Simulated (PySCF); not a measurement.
Isomers of C2H5N. Isolated molecules, 0 K electronic values unless said otherwise. One relaxed conformer stands for each flexible species; it need not be the lowest. Strings in code marks are SMILES.

The T1 excitation (TDA) from two functionals at the same geometries (PBE0-D3(BJ)/def2-TZVP), both in PySCF: PBE-D3(BJ)/def2-TZVP and ωB97X-D3(BJ)/def2-TZVP. Excitations are Tamm–Dancoff values on a coarser integration grid. The basis has no diffuse functions, so Rydberg states are missing or too high.

```csv
species,ωB97X-D3(BJ)/def2-TZVP (eV)
`CN=C`,4.34
`[H]/N=C/C`,4.81
`C(=C)N`,4.24
```

Problem. What does PBE-D3(BJ)/def2-TZVP give for each?

Solution. 
- `CN=C`: 3.99
- `[H]/N=C/C`: 4.42
- `C(=C)N`: 4.13
Over these rows, drawn at random from the members with no instability flagged (it was tested for open shells, ions and some series alone), PBE minus ωB97X-D3(BJ): mean -0.29 eV, from -0.39 eV to -0.11 eV.
